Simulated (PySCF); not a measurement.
# Electronic structure of B⁺ (boron, charge +1) at the UHF level

Configuration: [He] 2s1 2p1, high-spin 3P determinant (an excited configuration). Calculation: PySCF 2.14, in x2c-QZVPPall with one added diffuse shell each of s, p, d, f type (8s5p4d3f1g, 73 functions); the spin-free X2C one-electron Hamiltonian (Gaussian nucleus).

* Total energy: -24.129047 hartree
* One-electron energy: -30.2021 hartree
* Hartree (Coulomb) energy: 9.6852 hartree
* Exchange energy: -3.6122 hartree
* ⟨S²⟩: 2.0000
* ⟨L²⟩: 2.013
* Sum of ⟨r⟩: 4.197 bohr
* Sum of ⟨r²⟩: 7.823 bohr²
* Traceless quadrupole moment −½Σ⟨3z² − r²⟩ along its main axis: -1.74 e·bohr²
* Langevin diamagnetic susceptibility: -6.20 ×10⁻⁶ cm³/mol

```tsv
shell	electrons	mean orbital energy (hartree)	rms radius, mean of both spins (bohr)
1s α	1	-8.19565	0.379
1s β	1	-8.12215	0.379
2s α	1	-0.98156	1.91
2p α	1	-0.75663	1.97
```

Spin-orbit constants ζ (cm⁻¹) from the X2C one-electron operator on these orbitals: bare nucleus, nucleus screened by l(l+1)(2l+1)/3 electrons, and screened by the Breit-Pauli mean field of the electrons.

```tsv
shell	bare	screened nucleus	mean field
2p	33.42	20.05	15.35
```

To first order the Landé constant is A = 7.677 cm⁻¹, so the lowest level has J = 0 and lies 0.00190 eV below the centre of the term. This holds in LS coupling only.
